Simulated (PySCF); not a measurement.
## Where the electron goes

Species: C3H10OSi2.
Numbering: `[SiH3:1][C@@H:2]1[CH2:3][CH2:4][O:5][SiH2:6]1` (hydrogens: H7, H8, H9 on Si1; H10 on C2; H11, H12 on C3; H13, H14 on C4; H15, H16 on Si6)

Geometry (GFN2-xTB, Å), atoms numbered from 1 in this order:
```
atom  x, y, z in Å
Si1    2.1906   -0.4418    0.1998
C2     0.3836    0.0453    0.4905
C3    -0.6100   -0.9814   -0.0614
C4    -1.9657   -0.2827   -0.1697
O5    -1.7703    1.0338   -0.6293
Si6   -0.2889    1.6464   -0.3069
H7     2.4417   -0.5950   -1.2350
H8     2.4658   -1.7219    0.8642
H9     3.0614    0.5930    0.7591
H10    0.2230    0.1285    1.5710
H11   -0.2999   -1.2913   -1.0620
H12   -0.6838   -1.8727    0.5636
H13   -2.4535   -0.2398    0.8116
H14   -2.6368   -0.7867   -0.8709
H15   -0.3988    2.7561    0.6354
H16    0.3338    2.0192   -1.5714
```

Method used: PySCF, TDDFT B3LYP/def2-SVPD, vertical, gas phase, core orbitals frozen in the response.

Frontier orbitals with the atoms that hold most of them (Löwdin shares over 4%, at most four atoms; ? is withheld):

```tsv
orbital	ε (eV)	atoms
LUMO+2	0.68	Si1 45%, H8 12%, H7 12%, H9 10%
LUMO+1	0.10	Si6 21%, Si1 9%, C3 9%, C4 8%
LUMO	?	Si6 26%, Si1 20%, H16 10%, H15 8%
HOMO	-7.69	?
HOMO-1	-8.11	?
HOMO-2	-8.50	C2 19%, O5 16%, C4 14%, Si1 14%
HOMO-3	-9.07	O5 23%, C2 14%, C3 13%, Si6 8%
```

(1) Give the leading atoms of the HOMO-1.

(2) Give the leading atoms of the HOMO.

(3) What is the LUMO energy, and the HOMO–LUMO gap?

Results:

(1) C2 (bonded to C, 2 Si and H) 33%; Si6 (bonded to C, O and 2 H) 17%; O5 (bonded to C and Si) 12%; Si1 (bonded to C and 3 H) 12%. By element: carbon 33% or more, silicon 29%, oxygen 12%.

(2) O5 (bonded to C and Si) 50%; C4 (bonded to C, O and 2 H) 12%; Si6 (bonded to C, O and 2 H) 10%; H13 (bonded to C) 8%.

(3) ε(LUMO) = 0.01 eV; the gap is 7.70 eV (0.2829 hartree).

The HOMO–LUMO gap is 7.70 eV. Where does the response calculation put the lowest singlet, and from which orbitals?

S1 is at 6.67 eV (f = 0.0016), 1.03 eV below the gap, made of HOMO→LUMO (61%), HOMO→LUMO+1 (37%). Without the coupling terms of the response equations the lowest excitation would equal the gap.

One configuration dominates each of S3, S4, S5 and S6. Which, and how do the shares of the two leading atoms of either orbital change from the occupied to the empty one?

- S3 (7.16 eV, f 0.0050), HOMO-1→LUMO (82%): C2 33% → at most 9%, Si6 17% → 26%, Si1 12% → 20%
- S4 (7.27 eV, f 0.021), HOMO-1→LUMO+1 (82%): C2 33% → at most 8%, Si6 17% → 21%, Si1 12% → 9%
- S5 (7.58 eV, f 0.0002), HOMO-2→LUMO (90%): C2 19% → at most 9%, O5 16% → at most 9%, Si6 at most 14% → 26%, Si1 14% → 20%
- S6 (7.68 eV, f 0.0049), HOMO-2→LUMO+1 (89%): C2 19% → at most 8%, O5 16% → at most 8%, Si6 at most 14% → 21%, Si1 14% → 9%

On one thread of an Arm Neoverse N1 (shared host), this took 61 s and 0.86 GiB of memory at its peak.

One conformer stands for the species.
